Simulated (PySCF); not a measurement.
A structure optimised at TPSSh-D3(BJ)/def2-SVP, used in a PySCF frequency run:

```xyz
12

F      0.0098    -2.1828     0.0000
B     -0.0279    -0.8455     0.0000
C     -1.2959     0.0395     0.0000
C     -0.8658     1.3253     0.0000
C      0.6306     1.5140     0.0000
C      1.2450     0.0952     0.0000
H     -2.3552    -0.2293     0.0000
H     -1.5282     2.2005     0.0000
H      0.9376     2.1110     0.8781
H      0.9376     2.1110    -0.8781
H      1.8885    -0.0820    -0.8794
H      1.8885    -0.0820     0.8794
```

Write its SMILES, formula and point group.

FB1C=CCC1, C4H6BF, Cs

What are its rotational constants (standard atomic weights)?

6.9657, 3.0978, 2.2024 GHz
